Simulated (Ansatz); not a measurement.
A series at Si: from `[AlH2][SiH2][SiH2][SiH3]`, ligands are replaced one by one, each step taking up H₂ and setting free SiH₄; n counts the steps. Ansatz, PBE0-D4/def2-TZVP geometries. Each molecule was computed in one conformer, which needn't be the lowest.

CBS adds triple-zeta CCSD(T) − MP2 to the MP2 limit, frozen cores; atoms without spin–orbit coupling. 

```tsv
n	molecule	atomization energy, CCSD(T)/CBS (kJ/mol)
0	`[AlH2][SiH2][SiH2][SiH3]`	3582.0
1	`[AlH2][SiH2][SiH3]`	2681.1
2	`[AlH2][SiH3]`	1786.9
3	`[AlH3]`	?
```

Task: By hand: fit a straight line y = ȳ + b (n − n̄) to the 3 given rows and predict n = 3.

Result: n̄ = 1.000, ȳ = 2683.33; Σ(n − n̄)(y − ȳ) = -1795.10, Σ(n − n̄)² = 2.000, so b = -897.55 kJ/mol a step. Prediction: 2683.33 + (-897.55) × (2.000) = 888.2 kJ/mol.

Task: By hand: compare with the computed value, 898.6 kJ/mol, and give the steps along the whole series.

Result: The line misses by 10.4 kJ/mol (computed minus predicted). Steps: -900.9, -894.2, -888.3 kJ/mol.

The steps differ by up to 12.6 kJ/mol, small against a whole step but well beyond the method's doubt, so the ligands' effects don't simply add. The miss is 0.4 % of the series' range. The energies themselves are unsure by some kJ/mol a bond, though much of that is common to the series.
